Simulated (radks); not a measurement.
Species: Tm. Configuration: [Xe] 4f13 6s2.

Calculated with a radial shooting solver on a logarithmic mesh with Libxc functionals: scalar-relativistic Kohn-Sham, LB94 model potential, spin-unpolarised, spherical densities, finite nucleus; Fermi nuclear charge, rms radius 5.2256 fm.

Energy parts (eV):
| part | energy |
|---|---|
| kinetic | 402300.19 |
| electron-nucleus | -908996.43 |
| Hartree | 145316.36 |
(The LB94 potential has no energy functional, so no total or exchange-correlation energy is given.)

Orbitals (lengths in bohr, moments of r in powers of bohr):
| orbital | occ. | eigenvalue (eV) | <r> |
|---|---|---|---|
| 1s | 2 | -59492.74 | 0.01999 |
| 2s | 2 | -10055.91 | 0.08473 |
| 2p | 6 | -8886.146 | 0.07525 |
| 3s | 2 | -2269.618 | 0.2207 |
| 3p | 6 | -1914.831 | 0.2199 |
| 3d | 10 | -1475.402 | 0.1993 |
| 4s | 2 | -448.0776 | 0.4986 |
| 4p | 6 | -332.1215 | 0.5295 |
| 4d | 10 | -177.8157 | 0.5725 |
| 5s | 2 | -58.9737 | 1.225 |
| 5p | 6 | -32.2121 | 1.464 |
| 4f | 13 | -9.4449 | 0.7876 |
| 6s | 2 | -7.0033 | 3.673 |

The highest occupied level is 6s at -7.003 eV. The density falls to 0.001 e/bohr^3 at r = 4.90 bohr.
